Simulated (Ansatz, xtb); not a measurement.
## Relative energy of two structures of GaH3NSeSi+

We compare X, a singlet given by its coordinates, with Y, a singlet given by its coordinates. Both are isolated ions in the gas phase, relaxed with BLYP-D3(BJ)/def2-SVP.

X (Å):

```xyz
7

Ga    0.0556    4.0618   -0.1243
N     0.3075   -1.1293    1.5276
Se    1.3517    1.6397   -0.1141
Si    0.0185    0.4857    1.1460
H    -0.3184   -1.6842    2.1233
H     1.1205   -1.6586    1.1926
H    -1.2369    0.9705    1.7807
```

Close contacts (Å): Ga1–Se3 2.75, N2–Si4 1.68, Se3–Si4 2.17, N2–H5 1.03, N2–H6 1.03, Si4–H7 1.49.

Y (Å):

```json
{"atom": "Ga", "x (Å)": "0.3999", "y (Å)": "-1.9177", "z (Å)": "-1.2508"}
{"atom": "N", "x (Å)": "-1.4753", "y (Å)": "-0.9343", "z (Å)": "2.3763"}
{"atom": "Se", "x (Å)": "1.1426", "y (Å)": "-2.8293", "z (Å)": "1.2030"}
{"atom": "Si", "x (Å)": "-0.5472", "y (Å)": "-2.3445", "z (Å)": "2.4719"}
{"atom": "H", "x (Å)": "-2.2755", "y (Å)": "-0.7639", "z (Å)": "2.9986"}
{"atom": "H", "x (Å)": "-1.2629", "y (Å)": "-0.1291", "z (Å)": "1.7788"}
{"atom": "H", "x (Å)": "-1.0409", "y (Å)": "-3.2309", "z (Å)": "3.5557"}
```

Close contacts (Å): Ga1–Se3 2.72, N2–Si4 1.69, Se3–Si4 2.17, N2–H5 1.03, N2–H6 1.02, Si4–H7 1.48.

**Question.** Which of the two would you expect CCSD(T)/def2-SVP + ΔMP2/def2-TZVPP electronic energies to favour?

**Answer.** Structure X; the calculation gives E(Y) − E(X) = +2.1 kcal/mol.

The same difference at several levels:

```tsv
level	geometry	E(Y) − E(X) (kcal/mol)	departure from the last row (kcal/mol)	job, with rough time for the two
BLYP-D3(BJ)/def2-SVP	BLYP-D3(BJ)/def2-SVP	+2.1	0.0	optimisation, 35 s
HF/def2-SVP	BLYP-D3(BJ)/def2-SVP	+2.1	0.0	part of the CCSD(T) run
MP2/def2-SVP	BLYP-D3(BJ)/def2-SVP	+2.2	+0.1	part of the CCSD(T) run
CCSD(T)/def2-SVP	BLYP-D3(BJ)/def2-SVP	+2.2	+0.1	single point
CCSD(T)/def2-SVP + ΔMP2/def2-TZVPP	BLYP-D3(BJ)/def2-SVP	+2.1		single point, 21 s
```

None of the levels shown reverses the order. The largest departure from CCSD(T)/def2-SVP + ΔMP2/def2-TZVPP is that of CCSD(T)/def2-SVP, 0.1 kcal/mol. Levels run at GFN2-xTB geometries aren't shown. The last row adds to CCSD(T) the change of the MP2 difference between the two basis sets, here −0.1 kcal/mol.

With harmonic frequencies from BLYP-D3(BJ)/def2-SVP (ideal gas, rigid rotor, one conformer each, 400 K, 1 atm): on the last row, ΔE + ΔZPE = +2.0 kcal/mol. A mode under 50 cm⁻¹ makes harmonic enthalpies and free energies unreliable, so none is given.

The correlated steps freeze 24 core orbitals; the filled d shell of Ga and Se is correlated, in a basis made for valence electrons. Programs: Ansatz 0.2.0; the last row on 2 threads of Intel(R) Xeon(R) Gold 6455B (Sapphire Rapids) on a shared host.
